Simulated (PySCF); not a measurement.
## [PbOCl]+ at several levels of theory

Computed with PySCF 2.14.0 (density fitting, no spin-orbit coupling) at the geometry relaxed with PBE0:

```xyz
3
[PbOCl]+ (singlet)
Pb    0.1197    0.0000    0.3540
O     2.0110    0.0000    0.2032
Cl   -2.2137    0.0000    0.5537
```

```json
{"level": "PBE0", "basis": "Pb def2-SVP with ECP60, O def2-SVP, Cl def2-SVP", "state": "singlet", "HOMO (eV)": "-15.12", "gap (eV)": "4.20", "charge on Pb1 (e)": "1.25", "dipole about the centre of mass (D)": "2.43", "largest force component (eV/Å)": "0.01"}
{"level": "r2SCAN", "basis": "the same", "state": "singlet", "HOMO (eV)": "-13.93", "gap (eV)": "2.10", "charge on Pb1 (e)": "1.24", "dipole about the centre of mass (D)": "2.36", "largest force component (eV/Å)": "0.22"}
{"level": "PBE0", "basis": "Pb def2-TZVP with ECP60, O def2-TZVP, Cl def2-TZVP", "state": "singlet", "HOMO (eV)": "-15.07", "gap (eV)": "4.30", "charge on Pb1 (e)": "1.34", "dipole about the centre of mass (D)": "2.59", "largest force component (eV/Å)": "1.35"}
```

Charges are Mulliken's, which hang on the basis. The relaxation used the grid (50, 194), these runs (75, 302) or, all-electron (x2c bases, spin-free X2C Hamiltonian), (99, 590).

What does M06-L with Pb def2-SVP with ECP60, O def2-SVP, Cl def2-SVP give here?

state singlet, HOMO (eV) -13.84, gap (eV) 2.17, charge on Pb1 (e) 1.37, dipole about the centre of mass (D) 2.07, largest force component (eV/Å) 0.56. Time: 1.8 s on 2 threads of Arm Neoverse V1, with other jobs on the host, from an already converged density.

In the first row's basis the gap widens with exact exchange: 2.1 to 2.2 eV for r2SCAN, M06-L (none); 4.2 eV for PBE0 (a fixed share).
